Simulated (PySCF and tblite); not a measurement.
Results of a calculation; reference values are marked as such.
Stationary points of C5H5NO at GFN2-xTB, in Å:

Structure A

```
 1 O     2.851    0.462   -0.648
 2 C     2.045   -0.077    0.073
 3 C     0.614    0.015   -0.032
 4 C    -0.182    0.710   -0.935
 5 C    -1.513    0.463   -0.595
 6 C    -1.507   -0.373    0.501
 7 N    -0.229   -0.636    0.832
 8 H     2.382   -0.720    0.918
 9 H     0.183    1.318   -1.737
10 H    -2.382    0.848   -1.090
11 H    -2.329   -0.786    1.052
12 H     0.073   -1.220    1.595
```

Structure B

```
 1 O     2.791   -0.735   -0.584
 2 C     2.072   -0.055    0.092
 3 C     0.598    0.014   -0.022
 4 C    -0.185    0.840   -0.791
 5 C    -1.528    0.522   -0.510
 6 C    -1.524   -0.482    0.417
 7 N    -0.232   -0.781    0.713
 8 H     2.494    0.611    0.878
 9 H     0.168    1.583   -1.477
10 H    -2.390    0.986   -0.946
11 H    -2.336   -1.001    0.885
12 H     0.072   -1.503    1.344
```

Structure C

```
 1 O     2.625   -0.943    0.687
 2 C     2.040   -0.056    0.099
 3 C     0.611    0.043   -0.010
 4 C    -0.199    0.981   -0.639
 5 C    -1.522    0.590   -0.430
 6 C    -1.494   -0.571    0.317
 7 N    -0.213   -0.888    0.562
 8 H     2.588    0.760   -0.407
 9 H     0.140    1.841   -1.180
10 H    -2.402    1.092   -0.782
11 H    -2.307   -1.171    0.677
12 H     0.135   -1.680    1.080
```

The path came from a restrained scan, a climbing-image band and a saddle search at GFN2-xTB; energies are PBE/pcSseg-1 + D3(BJ)//GFN2-xTB, thermal terms GFN2-xTB.

Question: Which structure is a saddle point, and along which motion?

Answer: B: one imaginary mode (232i cm⁻¹ at GFN2-xTB, mostly on H8, O1, C2), along the rotation about the C3–C2 bond (torsion C4–C3–C2–O1 from -180° to 0°, rising).

Question: Give their symmetry and energies above the lowest.

Answer: A Cs, 3.6 kcal/mol; B C1, 17.9 kcal/mol; C Cs, 0.0 kcal/mol.
